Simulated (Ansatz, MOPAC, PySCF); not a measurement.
Pair of molecules: CH3F (SMILES CF) (first 5 atoms) with CH6Si (SMILES C[SiH3]); geometry from B3LYP-D3(BJ)/def2-TZVP.
(charge 0, multiplicity 1):
```csv
atom,x (Å),y (Å),z (Å)
C,-0.6817,0.4925,-0.3017
F,0.3161,-0.2714,0.2995
H,-0.4888,0.5315,-1.3741
H,-1.6455,0.0230,-0.1049
H,-0.6574,1.4946,0.1264
C,1.0625,-0.9697,3.5276
Si,-0.3408,0.2698,3.4890
H,1.9275,-0.5611,4.0532
H,1.3653,-1.2261,2.5122
H,0.7583,-1.8849,4.0389
H,-0.7616,0.6256,4.8683
H,-1.5249,-0.2798,2.7843
H,0.0650,1.5218,2.8045
```

Counterpoise-corrected where a basis set is named; no monomer relaxation. Rows marked so take none.

Rows in 3-21G, 6-31G* carry no dispersion term and start afresh at each structure (6-31G* with six Cartesian d functions). The state that PM3 reach isn't checked.

The values were computed with Ansatz (Gaussian orbitals); MOPAC for PM3 (differences of heats of formation); PySCF for 3-21G rows, 6-31G* rows. 

Problem. One of these levels gives -0.88 kcal/mol for the interaction energy. Name it.
A. PM3
B. PBE/def2-TZVPPD
C. HF/6-31G* (no counterpoise)
D. B3LYP/3-21G (no counterpoise)

Solution. B, PBE/def2-TZVPPD. The others give 1.30 (PM3), -1.57 (HF/6-31G* (no counterpoise)), -6.56 (B3LYP/3-21G (no counterpoise))

Ansatz is an electronic-structure program.
